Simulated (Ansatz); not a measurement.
F$_{3}$H$_{3}$SiSn, SMILES `F[Si](F)(F)[SnH3]` at its PBE0-D4/def2-TZVP geometry, where that method's forces vanish. The species carries charge 0 and has multiplicity 1. Sn: def2 effective core potential.

```csv
atom,x (Å),y (Å),z (Å)
F1,1.629,-0.390,-1.670
Si2,0.337,0.368,-1.159
F3,-0.803,0.098,-2.223
F4,0.662,1.916,-1.220
Sn5,-0.345,-0.377,1.186
H6,0.932,-0.057,2.263
H7,-1.733,0.486,1.660
H8,-0.680,-2.044,1.162
```

(1) For each bond, give half the difference of the two atoms' forces along it (eV/Å; positive pushes the atoms apart) under PBE-D4, r2SCAN-D4, B3LYP-D4, ωB97M-V in def2-TZVPP. (Estimate.)

Results:

(1) Ansatz gave: 
```
   bond  length (Å)  PBE-D4  r2SCAN-D4  B3LYP-D4  ωB97M-V
 F1–Si2       1.583    0.47       0.05      0.15     0.13
 Si2–F3       1.583    0.47       0.05      0.15     0.13
 Si2–F4       1.583    0.47       0.05      0.15     0.13
Si2–Sn5       2.553   -0.32      -0.06     -0.04    -0.16
 Sn5–H6       1.701    0.10       0.00      0.02    -0.05
 Sn5–H7       1.701    0.10       0.00      0.02    -0.05
 Sn5–H8       1.701    0.10       0.00      0.02    -0.05
```

B3LYP here is the variant with VWN-RPA as its local correlation; programs differ in this.
